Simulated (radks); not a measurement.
Q: All-electron atom: Au+ in [Xe] 4f12 5d10 6s2 (not the ground configuration). All-electron calculation, scalar-relativistic Kohn-Sham, LDA (Slater exchange, Perdew-Wang correlation), spin-polarised, spherical densities, finite nucleus; open shells are filled with parallel spins first (spin-orbit coupling, left out, can overturn this in heavy ions); Fermi nuclear charge, rms radius 5.4371 fm. Program: a radial shooting solver on a logarithmic mesh with Libxc functionals. Some entries of the table are withheld. Estimate them.

| orbital | occ. | eigenvalue (hartree) | <r^2> (bohr^2) | <1/r> (bohr^-1) |
|---|---|---|---|---|
| 1s up | 1 | -2966.320 | 0.0003938 | 95.62 |
| 1s down | 1 | -2966.320 | 0.0003938 | 95.62 |
| 2s up | 1 | -524.8067 | 0.006004 | 22.43 |
| 2s down | 1 | -524.8030 | 0.006004 | 22.43 |
| 2p up | 3 | -454.2571 | 0.005051 | 19.97 |
| 2p down | 3 | -454.2542 | 0.005051 | 19.97 |
| 3s up | 1 | -125.2587 | 0.03874 | 8.311 |
| 3s down | 1 | -125.1989 | 0.03872 | 8.313 |
| 3p up | 3 | -104.7862 | 0.03979 | 7.586 |
| 3p down | 3 | -104.7256 | 0.03977 | 7.589 |
| 3d up | 5 | -82.81475 | 0.03296 | 7.141 |
| 3d down | 5 | -82.76717 | 0.03293 | 7.143 |
| 4s up | 1 | -28.38527 | 0.1855 | 3.586 |
| 4s down | 1 | -28.28876 | 0.1856 | 3.584 |
| 4p up | 3 | -21.62234 | 0.2110 | 3.245 |
| 4p down | 3 | -21.52995 | 0.2112 | 3.243 |
| 4d up | 5 | -13.50015 | 0.2370 | 2.920 |
| 4d down | 5 | -13.41100 | 0.2375 | 2.917 |
| 5s up | 1 | -4.88258 | 0.9090 | 1.513 |
| 5s down | 1 | -4.85174 | 0.9131 | 1.509 |
| 4f up | 7 | -4.49163 | 0.2755 | 2.533 |
| 4f down | 5 | -4.40149 | 0.2775 | 2.527 |
| 5p up | 3 | -2.99163 | 1.196 | 1.298 |
| 5p down | 3 | -2.96956 | 1.203 | 1.294 |
| 5d up | 5 | (1) | 2.287 | 0.9433 |
| 5d down | 5 | (2) | 2.313 | 0.9380 |
| 6s up | 1 | -0.59700 | 6.667 | 0.5229 |
| 6s down | 1 | -0.59488 | 6.700 | 0.5215 |

A: 
(1) 5d up eigenvalue (hartree): -0.85613
(2) 5d down eigenvalue (hartree): -0.84574
